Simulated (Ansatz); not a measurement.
```yaml
crystal:
  periodic: [false, false, false]
  atoms:
    - {symbol: W, position_ang: [1.855469, 1.042508, 1.886075]}
    - {symbol: W, position_ang: [1.231193, 2.474808, 0.218991]}
    - {symbol: W, position_ang: [0.343337, 0.369684, 0.246634]}
basis:
  gaussian: {orbitals: def2-SVPD}
total_charge: 1
magnetization: {spin_polarized: true, initial_magnetization: 1}
hamiltonian: {xc: {name: r2SCAN50}, dispersion: d3bjatm}
scf: {omitted_lower_state_checks: [starts]}
output: {forces: true}
```

```sh
$ ansatz run in.yaml --threads 4 --pin off --events-out ev --progress --plain --max-ram 3916MiB
```

Shortened log:

```
Functional definition: r2SCAN50
960 factors; integrals over basis functions are off by at most 6.3e-4 eV
mean field evaluation 1: about -5444.3216 eV, gradient 5.4e1 eV
mean field evaluation 2: about -5430.3458 eV, gradient 8.1e1 eV
mean field evaluation 4: about -5455.4318 eV, gradient 9.9e0 eV
mean field evaluation 8: about -5456.1551 eV, gradient 1.6e0 eV
mean field evaluation 16: about -5457.2764 eV, gradient 1.6e-1 eV
mean field -5457.30477022 eV, -200.5522512117 hartree, gradient 2.4e-5 eV, S^2 2.761230; 0 other end points of the search recorded, 0 dependent functions left out
reference -5457.30478222 eV, -200.5522516524 hartree; 21, 20 occupied and 84, 85 virtual orbitals, 960 factors
Total energy: -5457.35837218 eV, -200.5542210472 hartree
Atom 0 at     1.855469     1.042508     1.886075 Å, force     0.764590    -0.586923     1.365833 eV/Å
Atom 1 at     1.231193     2.474808     0.218991 Å, force     0.265616     2.208796    -0.922628 eV/Å
Atom 2 at     0.343337     0.369684     0.246634 Å, force    -1.030206    -1.621873    -0.443205 eV/Å
Dipole moment:    -0.033405     0.014612    -0.053285 e Å
Checks for a lower state left out: starts
```

Hardware: 4 threads of Arm Neoverse V2 on a shared host. Wall time 15 s.

In the def2 sets W takes a core potential; there is no spin–orbit coupling. The charge 1 doublet is spin-contaminated (final ⟨S²⟩ up to 2.76, 0.75 for a pure state).

The dipole of an ion depends on the origin.
